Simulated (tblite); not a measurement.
Compound: C5H6NOP.
Bonds: C1–C2, C2–O3 (double), C2–C4, C4–C5 (aromatic), C5–P6 (aromatic), P6–C7 (aromatic), C7–N8 (aromatic), C4–N8 (aromatic). Hydrogens: H9, H10, H11 on C1; H12 on C5; H13 on C7; H14 on N8.

The geometry is computed with GFN2-xTB (gas phase).

Q: Give the optimised bond lengths and angles.

A: 
```tsv
bond	length (Å)
C1–C2	1.506
C2=O3	1.218
C2–C4	1.460
C4–C5	1.380
C5–P6	1.748
P6–C7	1.730
C7–N8	1.339
C4–N8	1.361
C1–H9, C1–H10, C1–H11	1.087
C5–H12	1.075
C7–H13	1.076
N8–H14	1.012
```

Bonds in one row agree within 0.01 Å and their mean is given. A selection of angles:
```tsv
angle	degrees
C2–C1–H9	109.8
H9–C1–H10	109.6
H10–C1–H11	108.3
C1–C2–O3	123.1
C1–C2–C4	116.3
O3–C2–C4	120.6
C2–C4–C5	130.7
C2–C4–N8	117.8
C5–C4–N8	111.6
C4–C5–P6	112.4
C4–C5–H12	123.9
P6–C5–H12	123.7
C5–P6–C7	88.3
P6–C7–N8	113.3
P6–C7–H13	126.9
N8–C7–H13	119.8
C7–N8–H14	125.7
C4–N8–C7	114.4
C4–N8–H14	119.9
```

Dihedral angles: C1–C2–C4–C5 0° (synperiplanar).

N8 (pyrrole-type nitrogen) is planar (angles 125.7°, 119.9° and 114.4°, sum 360.0°, 0.00 Å off the plane of its three neighbours). The 8 heavy atoms lie in one plane (0.000 Å rms). P6 (phosphorus bonded to 2 C) is bent (angle 88.3°). The C–N distances run from 1.339 Å (C7–N8, aromatic) to 1.361 Å (C4–N8, aromatic), a spread of 0.022 Å. Of the pairs four or more bonds apart, O3···H14 is among the closest relative to their van der Waals radii: 2.40 Å, 88 % of the sum of Bondi's values. The 3 C–C bonds span 1.380 Å (C4–C5, aromatic) to 1.506 Å (C1–C2, drawn single), a spread of 0.126 Å. The 5-membered ring C4–C5–P6–C7–N8 has internal angles of 88.3° to 114.4° (sum 540°, against 540° for a flat polygon); it is planar, 0.00 Å rms from its mean plane, widest ring torsion 0°.

Point group: Cs (tolerance 0.08 Å). Its GFN2-xTB frequencies are all real (lowest 84 cm⁻¹). The numbers are those of one conformer.
